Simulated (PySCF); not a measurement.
C$_{3}$H$_{5}$ (SMILES [CH]=CC), doublet, at a GFN2-xTB geometry, with bond 3-1 at 1.3 times its length. Base run: BLYP/STO-3G in PySCF.

Input for PySCF:
```python
from pyscf import gto, scf, dft

mol = gto.Mole()
mol.atom = '''
    C     1.32517045    0.17996425   -0.00948946
    C     0.06095864    0.44136230   -0.01602886
    H     2.53592792    0.84769784   -0.03628021
    H    -0.31124892    1.47566041   -0.05242127
    C    -1.04589578   -0.57280156    0.02299841
    H    -0.64250733   -1.58055333    0.05836424
    H    -1.67008190   -0.40821458    0.90058097
    H    -1.67408412   -0.47164793   -0.86130678
'''
mol.basis = 'sto-3g'
mol.spin = 1
mol.verbose = 4
mol.build()

mf = dft.UKS(mol)
mf.xc = 'blyp'
mf.kernel()
mf.analyze()
```

The base run was repeated with changes; each row names its change, and settings that it needs were set with it.

```tsv
change	ΔE vs base (µEh)	SCF cycles	<S^2>	outcome
base	0.0	10	0.758	converged
solver = newton	0.0	-	0.758	converged
init_guess = 1e	0.0	14	0.758	converged
conv_tol = 1e-4	94.2	5	0.757	converged
init_guess = huckel	0.0	12	0.758	converged
DIIS = ADIIS	0.0	16	0.758	converged
init_guess = sap	0.0	14	0.758	converged
level_shift = 1.0 (with mf.max_cycle = 100)	0.0	33	0.758	converged
conv_tol_grad = 1e-3	0.0	10	0.758	converged
DIIS = EDIIS	-	50	-	not converged
level_shift = 0.3 (with mf.max_cycle = 100)	0.0	16	0.758	converged
diis = off; damp = 0.3 (with mf.diis_start_cycle = 200; with mf.max_cycle = 150)	-	150	-	not converged
diis_space = 4	0.0	13	0.758	converged
```

Open shells are given as the SCF converged; they aren't shown to be the lowest states, and a large step between rows can be another state.
